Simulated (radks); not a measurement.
Values are calculated unless marked as measured or tabulated.
Ir12+, configuration [Kr] 4d10 4f14 5s2 5p3. Code: a radial shooting solver on a logarithmic mesh with Libxc functionals. Model: non-relativistic Kohn-Sham, LB94 model potential, spin-polarised, spherical densities, point nucleus; open shells are filled with parallel spins first (spin-orbit coupling, left out, can overturn this in heavy ions); relativity is left out, which matters for an element this heavy.

Unscreened Slater integrals over Kohn-Sham orbitals (cm^-1). They are taken over the spin-up orbitals. Empty in this configuration: 5d.

\begin{tabular}{lr}
integral & value \\ \hline
F0(5p,5p) & 188520 \\
F2(5p,5p) & 102930 \\
F0(5p,5s) & 193230 \\
G1(5p,5s) & 134740 \\
F0(5p,4f) & 230660 \\
F2(5p,4f) & 73105 \\
G2(5p,4f) & 25740 \\
G4(5p,4f) & 22724 \\
F0(5p,4d) & 232750 \\
F2(5p,4d) & 70647 \\
G1(5p,4d) & 19601 \\
G3(5p,4d) & 19683 \\
F0(5p,5d) & 177080 \\
F2(5p,5d) & 94741 \\
G1(5p,5d) & 118980 \\
G3(5p,5d) & 75652 \\
F0(5s,5s) & 198440 \\
F0(5s,4f) & 240460 \\
G3(5s,4f) & 27418 \\
F0(5s,4d) & 242780 \\
G2(5s,4d) & 22695 \\
F0(5s,5d) & 180750 \\
G2(5s,5d) & 90693 \\
F0(4f,4f) & 395770 \\
F2(4f,4f) & 197520 \\
F4(4f,4f) & 125960 \\
F6(4f,4f) & 91218 \\
F0(4f,4d) & 401880 \\
F2(4f,4d) & 198560 \\
F4(4f,4d) & 128100 \\
G1(4f,4d) & 226340 \\
G3(4f,4d) & 146500 \\
G5(4f,4d) & 104800 \\
F0(4f,5d) & 209730 \\
F2(4f,5d) & 59527 \\
F4(4f,5d) & 29767 \\
G1(4f,5d) & 19656 \\
G3(4f,5d) & 19665 \\
G5(4f,5d) & 16094 \\
F0(4d,4d) & 412350 \\
F2(4d,4d) & 210580 \\
F4(4d,4d) & 141460 \\
F0(4d,5d) & 211360 \\
F2(4d,5d) & 57004 \\
F4(4d,5d) & 27053 \\
G0(4d,5d) & 13740 \\
G2(4d,5d) & 16960 \\
G4(4d,5d) & 14277 \\
F0(5d,5d) & 167950 \\
F2(5d,5d) & 90765 \\
F4(5d,5d) & 62393 \\
\end{tabular}

Derived for the open shells (J is the average intra-shell exchange parameter used in DFT+U). 5p: J = F2/5 = 20590 cm^-1.
